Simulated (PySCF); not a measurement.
Job file and geometry (Å, from GFN2-xTB) of a spin–spin coupling run on SMILES C=C(C)Br, C$_{3}$H$_{5}$Br, B3LYP/pcJ-1 Br:pcSseg-1 indirect spin-spin coupling, non-relativistic, gas phase in PySCF 2.14.0, density-fitted response routines; density fitting, a coarse starting grid and PySCF grid level 2 are the driver's defaults:

```
{"job": {"kind": "j", "xc": "B3LYP", "basis": "pcJ-1"}, "charge": 0, "multiplicity": 1}
C      1.270243    -0.507580     0.325739
C      0.314172     0.192627    -0.253246
C     -1.142478     0.132025     0.042571
Br     0.767919     1.446537    -1.636680
H      2.306127    -0.406733     0.054396
H      1.037183    -1.215003     1.103691
H     -1.505837     1.111496     0.354364
H     -1.336271    -0.588762     0.833750
H     -1.697495    -0.158613    -0.849765
```

Problem. What does the program print?

Solution. 
```
coarse grid: 35232 points
cycle   1  E = -2691.1908425666  dE = -9.066e-01  |g| = 8.000e-01  |ddm| = 2.572e+00
cycle   2  E = -2691.1716542173  dE =  1.919e-02  |g| = 6.023e-01  |ddm| = 6.140e-01
cycle   3  E = -2691.2179584507  dE = -4.630e-02  |g| = 2.488e-01  |ddm| = 5.421e-01
cycle   4  E = -2691.2322241315  dE = -1.427e-02  |g| = 7.609e-02  |ddm| = 2.354e-01
cycle   5  E = -2691.2334859326  dE = -1.262e-03  |g| = 1.663e-02  |ddm| = 6.528e-02
cycle   6  E = -2691.2335627878  dE = -7.686e-05  |g| = 3.730e-03  |ddm| = 2.129e-02
cycle   7  E = -2691.2335664206  dE = -3.633e-06  |g| = 9.402e-04  |ddm| = 4.097e-03
final grid: 73560 points
cycle   8  E = -2691.2335647930  dE =  7.111e-08  |g| = 1.109e-03  |ddm| = 1.727e-03
cycle   9  E = -2691.2335646203  dE =  1.727e-07  |g| = 1.394e-03  |ddm| = 1.812e-03
cycle  10  E = -2691.2335650733  dE = -4.530e-07  |g| = 1.074e-04  |ddm| = 1.063e-03
cycle  11  E = -2691.2335650765  dE = -3.210e-09  |g| = 2.119e-05  |ddm| = 1.160e-04
cycle  12  E = -2691.2335650766  dE = -7.822e-11  |g| = 8.105e-06  |ddm| = 2.188e-05
converged SCF energy = -2691.2335650766

Indirect spin-spin couplings (Hz)
  i      j    bonds     total        FC       PSO       DSO        SD
  0 C    1 C    1     92.721    97.087    -9.106     0.267     4.473
  0 C    2 C    2      4.453     4.758    -0.314    -0.035     0.045
  0 C    4 H    1    171.141   169.491     0.457     0.781     0.413
  0 C    5 H    1    165.400   163.767     0.530     0.722     0.380
  0 C    6 H    3      6.031     6.108     0.331    -0.358    -0.050
  0 C    7 H    3      4.021     4.355    -0.287     0.044    -0.091
  0 C    8 H    3      6.003     6.079     0.328    -0.356    -0.049
  1 C    2 C    1     49.907    50.720    -1.745     0.290     0.643
  1 C    4 H    2     -6.670    -5.324    -1.139    -0.214     0.006
  1 C    5 H    2      9.170    10.853    -1.306    -0.238    -0.139
  1 C    6 H    2    -10.527   -10.819    -0.031     0.142     0.180
  1 C    7 H    2      1.321     1.288    -0.098     0.071     0.059
  1 C    8 H    2    -10.526   -10.818    -0.029     0.142     0.179
  2 C    4 H    3      9.463     9.445     0.442    -0.477     0.053
  2 C    5 H    3      5.179     5.274    -0.055     0.000    -0.040
  2 C    6 H    1    136.953   134.922     1.067     0.784     0.179
  2 C    7 H    1    133.420   131.406     1.101     0.733     0.180
  2 C    8 H    1    136.946   134.915     1.069     0.784     0.178
  4 H    5 H    2     -3.188    -3.992     3.838    -3.214     0.179
  4 H    6 H    4     -2.239    -2.148     1.614    -1.727     0.022
  4 H    7 H    4      0.780     0.785     1.585    -1.604     0.014
  4 H    8 H    4     -2.295    -2.206     1.612    -1.723     0.022
  5 H    6 H    4     -2.470    -2.460     1.130    -1.109    -0.031
  5 H    8 H    4     -2.501    -2.493     1.121    -1.100    -0.030
  6 H    7 H    2    -13.313   -13.923     2.826    -2.428     0.211
  6 H    8 H    2    -18.849   -19.738     2.735    -2.120     0.274
  7 H    8 H    2    -13.330   -13.939     2.827    -2.429     0.211
```

Size and cost of the density-fitted run: 172 basis functions, 26 s wall time on 1 thread of an x86-64 server CPU, shared host.
